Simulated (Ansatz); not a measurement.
Calculated with Ansatz (gas phase, PBE0-D4/def2-TZVP geometries, no zero-point term in ΔE). CBS: MP2 limit from def2 TZ/QZ plus the TZ coupled-cluster correction, frozen cores. This one scheme is used for every species. Functionals use def2-TZVPP. B3LYP here is the variant with VWN-RPA as its local correlation; programs differ in this. HSE06 is defined as in plane-wave codes.

`[SiH3]B1C[SiH2]1` + H₂ → `B1C[SiH2]1` + SiH₄  (hydrogenolysis of a B–Si bond)

```tsv
level	ΔE (kJ/mol)	difference from CCSD(T)/CBS
LDA (SPW92)	-9.5	7.0
PBE-D4	-6.5	10.0
BLYP-D4	-14.1	2.4
r2SCAN-D4	-12.8	3.7
B97M-V	-16.0	0.5
PBE0-D4	-12.4	4.1
B3LYP-D4	-19.0	-2.5
r2SCANh-D4	-14.5	2.0
r2SCAN0-D4	-17.0	-0.5
HSE06-D4	-12.4	4.1
BHLYP-D4	-25.8	-9.3
CAM-B3LYP-D4	-25.7	-9.2
ωB97X-V	-21.7	-5.2
B2PLYP	-24.8	-8.3
PBE-QIDH	-18.3	-1.8
PBE	-12.8	3.7
revPBE	-14.8	1.7
BLYP	-26.3	-9.8
PBE0	-18.2	-1.7
B3LYP	-29.1	-12.6
r2SCAN0	-19.2	-2.7
HSE06	-17.9	-1.4
BHLYP	-35.6	-19.1
CAM-B3LYP	-31.9	-15.4
LC-ωPBE	-22.8	-6.3
RPA@PBE/def2-TZVPP	-21.8	-5.3
HF/def2-SVP	-52.2	-35.7
MP2/def2-SVP	-21.0	-4.5
CCSD/def2-SVP	-28.8	-12.3
CCSD(T)/def2-SVP	-24.1	-7.6
HF/def2-TZVPP	-49.6	-33.1
MP2/def2-TZVPP	-15.6	0.9
CCSD/def2-TZVPP	-24.7	-8.2
CCSD(T)/def2-TZVPP	-18.7	-2.2
HF/def2-QZVPP	-50.0	-33.5
MP2/def2-QZVPP	-14.5	2.0
SCS-MP2/def2-QZVPP	-21.9	-5.4
HF/CBS(def2)	-50.1	-33.6
MP2/CBS(def2)	-13.4	3.1
CCSD/CBS(def2)	-22.5	-6.0
CCSD(T)/CBS	-16.5	0
```

Largest T1 diagnostic among the species: 0.014.

At CCSD(T), def2-SVP lies −7.6 kJ/mol from the extrapolated value and def2-TZVPP −2.2 kJ/mol. The D4 term adds +10.2 kJ/mol with B3LYP and +5.7 kJ/mol with PBE0; it sums over pairs of atoms, weighted by their polarisabilities, and B3LYP, whose exchange is more repulsive, gets the larger term. From PBE to PBE0 (25 % exact exchange), in def2-TZVPP and without D4, ΔE moves by −5.4 kJ/mol.
